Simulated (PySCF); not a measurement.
Input of a run (PBE0-D3(BJ)/def2-SVP geometry optimisation, gas phase (PySCF 2.14.0)), started from a GFN2-xTB structure with every atom displaced at random (by about 0.01 Å):
```
{"job": {"xc": "PBE0", "basis": "def2-SVP", "d3": "d3bj", "grid": 1, "shake": 0.01, "kind": "geom"}, "charge": 0, "multiplicity": 1}
C      1.852240     0.064060     0.025230
N      1.081270     0.281250    -0.979000
N     -0.268620     0.194660    -0.884100
Si    -1.235320    -0.175050     0.469600
F     -2.714390    -0.091880    -0.236430
H      1.466920    -0.155140     1.016060
H      2.901920     0.173360    -0.134610
H     -0.666230     0.389180    -1.776090
H     -1.121190    -1.541980     0.958310
H     -1.246170     0.840600     1.519970
```

Output (energies in Eh, forces in Eh/bohr):
```
step   0  E = -539.30044204  max force = 0.044250
step   1  E = -539.30580592  max force = 0.009411
step   2  E = -539.30636911  max force = 0.004091
step   3  E = -539.30639761  max force = 0.003435
step   4  E = -539.30649397  max force = 0.001174
step   5  E = -539.30650303  max force = 0.000693
step   6  E = -539.30651287  max force = 0.000279
optimisation converged
```

Task: Summarise the run.

Result: The energy falls by 15.9 kJ/mol over 7 energy and gradient evaluations, the largest force component goes from 0.0442 to 2.8e-04 Eh/bohr, and the atoms move by 0.076 Å rms after alignment. The bond that changes most is N3–Si4 (silicon-bound nitrogen to fluorine-bound silicon), which lengthens by 0.044 Å. Bonds longer at the end by more than 0.005 Å: 6 of 9; shorter: 3. Among the angles that change most is H9–Si4–H10, from 114.3° to 110.4°. The energy never rose by more than 1e-6 Eh on the way. The first step brought 88 % of the lowering.

Task: What are the final bond lengths?

Result: C1=N2 1.274 Å, N2–N3 1.344 Å, N3–Si4 1.748 Å, Si4–F5 1.622 Å, C1–H6 1.106 Å, C1–H7 1.093 Å, N3–H8 1.015 Å, Si4–H9 1.488 Å, Si4–H10 1.488 Å. Numbering counts from 1 in the input's order; the species is `C=NN[SiH2]F`.

The run used 99 basis functions and 50 SCF cycles in all. The run took 33 s of wall time on an Arm Neoverse N1 with one thread, shared host, and the process peaked at 0.41 GiB of memory.

No frequency check. The numbers are those of one conformer.

The values belong to the conformer `[CH2:1]=[N:2][NH:3][SiH2:4][F:5]`: C1–N2–N3–Si4 4°, N2–N3–Si4–F5 176°.
